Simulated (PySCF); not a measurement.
## Cu²⁺: excitation energy

Cu²⁺ [Ar] 3d9 (2D) → Cu²⁺ [Ar] 3d8 4p1 (high-spin determinant), as a difference of total energies. Calculation: PySCF 2.14, in def2-QZVPPD (11s6p5d4f2g, 100 functions); the non-relativistic Hamiltonian (point nucleus). Correlated levels: valence: [Ar] frozen. The calculations carry no spin-orbit coupling.

```tsv
method	excitation energy (cm⁻¹)
UHF	107720
MP2 (valence)	125490
SCS-MP2 (valence)	124670
CCSD (valence)	121500
CCSD(T) (valence)	122020
```

A first-order spin-orbit estimate (lowest level to lowest level, LS coupling) adds -0.022 eV.

The determinant of the upper state mixes LS terms, which raises its energy above the lowest term, most at the Hartree-Fock and MP2 levels.
